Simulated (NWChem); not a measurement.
System: CH$_{7}$NOSi; SMILES O[SiH](N)C

Input file for NWChem:

```
start job
memory heap 200 mb stack 900 mb global 1100 mb
geometry units angstroms
  Si     0.061406     0.054162    -0.356791
  C      1.424422    -1.011157     0.420538
  N     -1.419604    -0.760824     0.012264
  O     -0.027032     1.561652     0.253740
  H      0.332940     0.370254    -1.758435
  H      1.558700    -1.940972    -0.122421
  H      1.199810    -1.266203     1.452599
  H      2.376079    -0.489023     0.408855
  H     -2.282858    -0.302372    -0.233940
  H     -1.491881    -1.743697    -0.191776
  H     -0.220941     1.695871     1.177537
end
basis spherical
  * library 6-31g*
end
dft
  xc b3lyp
  iterations 150
end
driver
  maxiter 120
end
task dft optimize
task dft freq
```

Excerpt of the output:

```
             Northwest Computational Chemistry Package (NWChem) 7.3.0
             --------------------------------------------------------

 C1  symmetry detected

                             Geometry "geometry" -> ""
                             -------------------------

 Output coordinates in angstroms (scale by  1.889725989 to convert to a.u.)

  No.       Tag          Charge          X              Y              Z
 ---- ---------------- ---------- -------------- -------------- --------------
    1 Si                  14.0000     0.05427611     0.07166422    -0.37031771
    2 C                    6.0000     0.35347024    -1.70741403     0.21476434
    3 N                    7.0000    -1.50959830     0.49401431     0.23772144
    4 O                    8.0000     1.12923191     1.14776980     0.21240203
    5 H                    1.0000     0.29349519     0.23415938    -1.80371240
    6 H                    1.0000    -0.27436479    -2.41167200    -0.32117864
    7 H                    1.0000     0.14437128    -1.82565584     1.27445553
    8 H                    1.0000     1.38514189    -2.00046505     0.04687698
    9 H                    1.0000    -1.82093349     1.44483988     0.11523366
   10 H                    1.0000    -2.27735222    -0.13452954     0.06925130
   11 H                    1.0000     1.20228799     1.29424971     1.15166919

 Effective nuclear repulsion energy (a.u.)     182.7945032971

                                Z-matrix (autoz)
                                --------

 Units are Angstrom for bonds and degrees for angles

      Type          Name      I     J     K     L     M      Value
      ----------- --------  ----- ----- ----- ----- ----- ----------
    1 Stretch                  1     2                       1.89656
    2 Stretch                  1     3                       1.73026
    3 Stretch                  1     4                       1.62883
    4 Stretch                  1     5                       1.46228
    5 Stretch                  2     6                       1.08508
    6 Stretch                  2     7                       1.08658
    7 Stretch                  2     8                       1.08555
    8 Stretch                  3     9                       1.00797
    9 Stretch                  3    10                       1.00643
   10 Stretch                  4    11                       0.95342
   11 Bend                     1     2     6               111.41879
   12 Bend                     1     2     7               111.87504
   13 Bend                     1     2     8               110.82100
   14 Bend                     1     3     9               117.82201
   15 Bend                     1     3    10               118.56945
   16 Bend                     1     4    11               120.29891
   17 Bend                     2     1     3               105.25713
   18 Bend                     2     1     4               113.90728
   19 Bend                     2     1     5               112.38546
   20 Bend                     3     1     4               108.02957
   21 Bend                     3     1     5               117.72391
   22 Bend                     4     1     5                99.74752
   23 Bend                     6     2     7               107.44110
   24 Bend                     6     2     8               107.35502
   25 Bend                     7     2     8               107.71853
   26 Bend                     9     3    10               109.46056
   27 Torsion                  2     1     3     9         173.81751
   28 Torsion                  2     1     3    10         -50.43304
   29 Torsion                  2     1     4    11         -61.52415
   30 Torsion                  3     1     2     6          71.35948
   31 Torsion                  3     1     2     7         -48.93445
   32 Torsion                  3     1     2     8        -169.16948
   33 Torsion                  3     1     4    11          55.02714
   34 Torsion                  4     1     2     6        -170.48688
   35 Torsion                  4     1     2     7          69.21920
   36 Torsion                  4     1     2     8         -51.01583
   37 Torsion                  4     1     3     9          51.77577
   38 Torsion                  4     1     3    10        -172.47478
   39 Torsion                  5     1     2     6         -57.97535
   40 Torsion                  5     1     2     7        -178.26928
   41 Torsion                  5     1     2     8          61.49570
   42 Torsion                  5     1     3     9         -60.07561
   43 Torsion                  5     1     3    10          75.67384
   44 Torsion                  5     1     4    11         178.55318

                           NWChem Geometry Optimization
                           ----------------------------

 maximum gradient threshold         (gmax) =   0.000450
 rms gradient threshold             (grms) =   0.000300
 maximum cartesian step threshold   (xmax) =   0.001800
 rms cartesian step threshold       (xrms) =   0.001200
 fixed trust radius                (trust) =   0.300000
 source of zmatrix                         =   autoz

          -------------------
          Energy Minimization
          -------------------

 Using diagonal initial Hessian
 Scaling for Hessian diagonals: bonds = 1.00  angles = 0.25  torsions = 0.10

          --------
          Step   0

                                 NWChem DFT Module
                                 -----------------

 Summary of "ao basis" -> "ao basis" (spherical)
 ------------------------------------------------------------------------------
       Tag                 Description            Shells   Functions and Types
 ---------------- ------------------------------  ------  ---------------------
 Si                          6-31g*                  8       18   4s3p1d
 C                           6-31g*                  6       14   3s2p1d
 N                           6-31g*                  6       14   3s2p1d
 O                           6-31g*                  6       14   3s2p1d
 H                           6-31g*                  2        2   2s

            General Information
            -------------------
          SCF calculation type: DFT
          Wavefunction type:  closed shell.
          No. of atoms     :    11
          No. of electrons :    42
           Alpha electrons :    21
            Beta electrons :    21
          Charge           :     0
          Spin multiplicity:     1
          Use of symmetry is: off; symmetry adaption is: off
          Maximum number of iterations: 150
          AO basis - number of functions:    74
                     number of shells:    40
          Convergence on energy requested:  1.00D-06
          Convergence on density requested:  1.00D-05
          Convergence on gradient requested:  5.00D-04

              XC Information
              --------------
                         B3LYP Method XC Potential
                     Hartree-Fock (Exact) Exchange  0.200
                        Slater Exchange Functional  0.800 local
                    Becke 1988 Exchange Functional  0.720 non-local
              Lee-Yang-Parr Correlation Functional  0.810
                  VWN I RPA Correlation Functional  0.190 local

[...]

      ----------------------
      Optimization converged
      ----------------------

  Step       Energy      Delta E   Gmax     Grms     Xrms     Xmax
  ---- ---------------- -------- -------- -------- -------- --------
@   19    -461.85777712 -1.1D-07  0.00005  0.00001  0.00048  0.00132
                                     ok       ok       ok       ok

                                Z-matrix (autoz)
                                --------

 Units are Angstrom for bonds and degrees for angles

      Type          Name      I     J     K     L     M      Value     Gradient
      ----------- --------  ----- ----- ----- ----- ----- ---------- ----------
    1 Stretch                  1     2                       1.88081   -0.00002
    2 Stretch                  1     3                       1.73383   -0.00004
    3 Stretch                  1     4                       1.67072    0.00004
    4 Stretch                  1     5                       1.48706   -0.00005
    5 Stretch                  2     6                       1.09735   -0.00002
    6 Stretch                  2     7                       1.09677    0.00000
    7 Stretch                  2     8                       1.09582   -0.00000
    8 Stretch                  3     9                       1.01299    0.00002
    9 Stretch                  3    10                       1.01245    0.00003
   10 Stretch                  4    11                       0.96846   -0.00001
   11 Bend                     1     2     6               111.26649   -0.00000
   12 Bend                     1     2     7               111.96974    0.00001
   13 Bend                     1     2     8               110.44287   -0.00000
   14 Bend                     1     3     9               120.98934    0.00001
   15 Bend                     1     3    10               119.84674   -0.00001
   16 Bend                     1     4    11               113.94343    0.00000
   17 Bend                     2     1     3               106.58551    0.00001
   18 Bend                     2     1     4               113.65641    0.00000
   19 Bend                     2     1     5               110.09758   -0.00001
   20 Bend                     3     1     4               109.65669    0.00000
   21 Bend                     3     1     5               115.06015    0.00000
   22 Bend                     4     1     5               101.97399   -0.00000
   23 Bend                     6     2     7               107.78761   -0.00000
   24 Bend                     6     2     8               107.48056    0.00000
   25 Bend                     7     2     8               107.70573   -0.00000
   26 Bend                     9     3    10               111.01097   -0.00000
   27 Torsion                  2     1     3     9        -167.81517   -0.00001
   28 Torsion                  2     1     3    10         -22.04093    0.00000
   29 Torsion                  2     1     4    11         -73.86893   -0.00002
   30 Torsion                  3     1     2     6          65.23358   -0.00001
   31 Torsion                  3     1     2     7         -55.46312   -0.00001
   32 Torsion                  3     1     2     8        -175.48668   -0.00001
   33 Torsion                  3     1     4    11          45.30042   -0.00001
   34 Torsion                  4     1     2     6        -173.85864   -0.00001
   35 Torsion                  4     1     2     7          65.44465   -0.00000
   36 Torsion                  4     1     2     8         -54.57891   -0.00000
   37 Torsion                  4     1     3     9          68.75160   -0.00001
   38 Torsion                  4     1     3    10        -145.47417   -0.00000
   39 Torsion                  5     1     2     6         -60.18828   -0.00001
   40 Torsion                  5     1     2     7         179.11501   -0.00001
   41 Torsion                  5     1     2     8          59.09146   -0.00001
   42 Torsion                  5     1     3     9         -45.46715   -0.00001
   43 Torsion                  5     1     3    10         100.30708   -0.00000
   44 Torsion                  5     1     4    11         167.68097   -0.00000

                         Geometry "geometry" -> "geometry"
                         ---------------------------------

 Output coordinates in angstroms (scale by  1.889725989 to convert to a.u.)

[...]

 Rotational Constants
 --------------------
 A=   0.208944 cm-1  (  0.300617 K)
 B=   0.189621 cm-1  (  0.272816 K)
 C=   0.116052 cm-1  (  0.166969 K)

 Temperature                      =   298.15K
 frequency scaling parameter      =   1.0000

 Zero-Point correction to Energy  =   54.037 kcal/mol  (  0.086113 au)
 Thermal correction to Energy     =   58.354 kcal/mol  (  0.092993 au)
 Thermal correction to Enthalpy   =   58.946 kcal/mol  (  0.093936 au)

 Total Entropy                    =   78.518 cal/mol-K
   - Translational                =   38.923 cal/mol-K (mol. weight =  77.0297)
   - Rotational                   =   25.354 cal/mol-K (symmetry #  =        1)
   - Vibrational                  =   14.241 cal/mol-K

 Cv (constant volume heat capacity) =   23.877 cal/mol-K
   - Translational                  =    2.979 cal/mol-K
   - Rotational                     =    2.979 cal/mol-K
   - Vibrational                    =   17.918 cal/mol-K

[normal modes left out]

 ----------------------------------------------------------------------------
 Normal Eigenvalue ||           Projected Infra Red Intensities
  Mode   [cm**-1]  || [atomic units] [(debye/angs)**2] [(KM/mol)] [arbitrary]
 ------ ---------- || -------------- ----------------- ---------- -----------
    1       -0.000 ||    0.000565           0.013         0.551       0.112
    2       -0.000 ||    0.001200           0.028         1.170       0.238
    3       -0.000 ||    0.000075           0.002         0.073       0.015
    4       -0.000 ||    0.001718           0.040         1.675       0.341
    5       -0.000 ||    0.000162           0.004         0.158       0.032
    6       -0.000 ||    0.001088           0.025         1.061       0.216
    7      128.909 ||    0.000720           0.017         0.702       0.143
    8      185.549 ||    0.018940           0.437        18.464       3.757
    9      224.533 ||    0.004375           0.101         4.265       0.868
   10      238.904 ||    0.036513           0.842        35.595       7.243
   11      299.222 ||    0.033432           0.771        32.591       6.631
   12      366.197 ||    0.116941           2.698       114.000      23.196
   13      421.116 ||    0.207373           4.784       202.157      41.133
   14      650.867 ||    0.000144           0.003         0.140       0.029
   15      675.574 ||    0.016439           0.379        16.025       3.261
   16      763.861 ||    0.016674           0.385        16.254       3.307
   17      813.055 ||    0.029186           0.673        28.451       5.789
   18      832.538 ||    0.066950           1.545        65.266      13.280
   19      886.242 ||    0.060144           1.388        58.632      11.930
   20      919.991 ||    0.074169           1.711        72.303      14.712
   21      948.874 ||    0.177336           4.091       172.876      35.175
   22      972.772 ||    0.375254           8.657       365.817      74.433
   23     1335.286 ||    0.036888           0.851        35.960       7.317
   24     1496.521 ||    0.002867           0.066         2.794       0.569
   25     1498.479 ||    0.003646           0.084         3.555       0.723
   26     1624.780 ||    0.065661           1.515        64.010      13.024
   27     2249.178 ||    0.204913           4.728       199.759      40.645
   28     3042.860 ||    0.004055           0.094         3.953       0.804
   29     3111.995 ||    0.016442           0.379        16.029       3.261
   30     3124.295 ||    0.012526           0.289        12.211       2.485
   31     3563.936 ||    0.015186           0.350        14.804       3.012
   32     3656.977 ||    0.014918           0.344        14.543       2.959
   33     3784.668 ||    0.047204           1.089        46.017       9.363
 ----------------------------------------------------------------------------
```

Level: B3LYP/6-31G* (spherical d).
